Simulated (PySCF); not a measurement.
**N²⁺ (nitrogen, charge +2) across methods**

[He] 2s1 2p2, high-spin 4P determinant (an excited configuration). Calculation: PySCF 2.14, in aug-cc-pVTZ; the non-relativistic Hamiltonian (point nucleus).

```json
{"method": "PBE0", "E (hartree)": "-52.6643", "mean ε 1s β (eV)": "-430.70", "mean ε 2s α (eV)": "-53.924", "mean ε 2p α (eV)": "-41.926", "Σ⟨r²⟩ (bohr²)": "4.839", "⟨S²⟩": "3.750"}
{"method": "PW91", "E (hartree)": "-52.6845", "mean ε 1s β (eV)": "-420.69", "mean ε 2s α (eV)": "-50.974", "mean ε 2p α (eV)": "-39.551", "Σ⟨r²⟩ (bohr²)": "4.857", "⟨S²⟩": "3.750"}
{"method": "PBE", "E (hartree)": "-52.6476", "mean ε 1s β (eV)": "-420.27", "mean ε 2s α (eV)": "-50.894", "mean ε 2p α (eV)": "-39.430", "Σ⟨r²⟩ (bohr²)": "4.861", "⟨S²⟩": "3.750"}
{"method": "BP86", "E (hartree)": "-52.7000", "mean ε 1s β (eV)": "-420.91", "mean ε 2s α (eV)": "-50.949", "mean ε 2p α (eV)": "-39.446", "Σ⟨r²⟩ (bohr²)": "4.846", "⟨S²⟩": "3.750"}
{"method": "UHF", "E (hartree)": "-52.62756", "mean ε 1s β (eV)": "-461.20", "mean ε 2s α (eV)": "-62.592", "mean ε 2p α (eV)": "-48.990", "Σ⟨r²⟩ (bohr²)": "4.808", "⟨S²⟩": "3.750"}
{"method": "MN15", "E (hartree)": "-52.6681", "mean ε 1s β (eV)": "-424.36", "mean ε 2s α (eV)": "-53.695", "mean ε 2p α (eV)": "-42.342", "Σ⟨r²⟩ (bohr²)": "4.844", "⟨S²⟩": "3.750"}
{"method": "LDA", "E (hartree)": "-52.2363", "mean ε 1s β (eV)": "-416.90", "mean ε 2s α (eV)": "-50.584", "mean ε 2p α (eV)": "-39.265", "Σ⟨r²⟩ (bohr²)": "4.886", "⟨S²⟩": "3.750"}
{"method": "B3LYP", "E (hartree)": "-52.7048", "mean ε 1s β (eV)": "-429.25", "mean ε 2s α (eV)": "-53.108", "mean ε 2p α (eV)": "-41.317", "Σ⟨r²⟩ (bohr²)": "4.834", "⟨S²⟩": "3.750"}
```

**Question.** Estimate the same row for r2SCAN.

**Answer.** E (hartree) = -52.7137; mean ε 1s β (eV) = -424.88; mean ε 2s α (eV) = -52.117; mean ε 2p α (eV) = -40.264; Σ⟨r²⟩ (bohr²) = 4.814; ⟨S²⟩ = 3.750.
